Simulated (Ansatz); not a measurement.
Consider the redistribution: `[GaH2][CH2][GeH3]` + `[CH3][GaH2]` → `[GaH2][GaH2]` + `C[CH2][GeH3]`.

Program: Ansatz. Geometries: PBE0-D4/def2-TZVP. ΔE: electronic, gas phase. CCSD(T)/CBS is the MP2 limit (def2-TZVPP, def2-QZVPP) plus CCSD(T) − MP2 in def2-TZVPP, frozen cores. DFT in def2-TZVPP. For Ga, Ge outer-core shells are correlated without core-valence functions, which leaves a few kJ/mol of doubt a bond. Scalar relativity is left out up to krypton.

`[GaH2][CH2][GeH3]`:

Z-matrix (Å, degrees):
```
C
Ge 1 1.959
Ga 1 1.962 2 112.4
H 1 1.093 2 107.1 3 -121.7
H 1 1.093 2 107.1 3 121.6
H 2 1.540 1 111.0 3 -179.9
H 2 1.541 1 110.3 3 59.8
H 2 1.541 1 110.3 3 -59.6
H 3 1.571 1 119.8 2 89.4
H 3 1.571 1 119.8 2 -89.0
```

`[CH3][GaH2]`:

```xyz
7

C    -0.856    0.268   -0.116
Ga    1.004   -0.329    0.107
H    -1.057    1.074    0.599
H    -1.052    0.655   -1.117
H    -1.561   -0.536    0.104
H     1.386   -1.293    1.291
H     2.137    0.161   -0.869
```

`[GaH2][GaH2]`:

```xyz
6

Ga    0.559    1.094   -0.042
Ga   -0.559   -1.094    0.041
H     2.090    1.241   -0.393
H    -0.210    2.440    0.253
H    -0.629   -1.948    1.366
H    -1.251   -1.733   -1.225
```

`C[CH2][GeH3]`:

Cartesian coordinates in Å:
```
C -0.325 1.398 0.144
C -0.164 0.148 -0.709
Ge 0.413 -1.415 0.323
H 0.614 1.675 0.631
H -0.647 2.254 -0.457
H -1.070 1.253 0.931
H 0.571 0.311 -1.502
H -1.104 -0.109 -1.203
H -0.618 -1.731 1.424
H 1.768 -1.131 0.999
H 0.562 -2.652 -0.582
```

| level | ΔE (eV) |
| --- | --- |
| r2SCANh | -0.01 |
| SCS-MP2/def2-TZVPP | 0.10 |

**Question.** What does CCSD(T)/CBS give? (Estimate.)

**Answer.** The calculation gave: +0.06 eV. The listed levels differ from it by -0.07, 0.04 eV.

Largest T1 diagnostic among the species: 0.014.

From BLYP to BHLYP (50 % exact exchange), in def2-TZVPP and without D4, ΔE moves by +0.03 eV. At CCSD(T), def2-SVP lies −0.14 eV from the extrapolated value and def2-TZVPP −0.00 eV.
